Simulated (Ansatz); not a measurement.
Li₂Cl₂⁺, relaxed as a doublet with UKS PBE-D4/def2-TZVP in Ansatz, starting from the GFN2-xTB geometry. Force threshold 0.02 eV/Å.

The gap within one spin of the charge 1 doublet nearly closes, so an electron or hole may be smeared out by delocalisation error. Another isomer (doublet) lies 0.60 eV lower at PBE0-D4/def2-TZVP; other spin states weren't run for this one.

Start:

```xyz
4

Li    0.169    3.167   -0.082
Li   -0.055   -1.032    0.029
Cl   -0.158   -3.228    0.089
Cl    0.044    1.093   -0.036
```

(1) Estimate the energy that the relaxation releases and the steps that it takes.

(2) Does the start keep its bonding and symmetry?

(3) Predict the relaxed structure.

Answers

(1) 1.4 kcal/mol, in 4 steps; 67 s on 4 threads of Arm Neoverse N1 on a shared host. No frequencies were taken in this run, so the end may be a saddle point.

(2) By distances, no bond broke or formed. The bond that changes most is Li2–Cl3, from 2.20 to 2.30 Å (atoms count from 1). Point group C∞v at the start, C∞v at the end, both within 0.05 Å.

(3) 
```xyz
4

Li    0.176    3.305   -0.086
Li   -0.058   -1.075    0.030
Cl   -0.165   -3.371    0.093
Cl    0.047    1.141   -0.037
```
Bond lengths (bridged metal pairs left out): 3 × Cl–Li 2.17 to 2.30 Å.
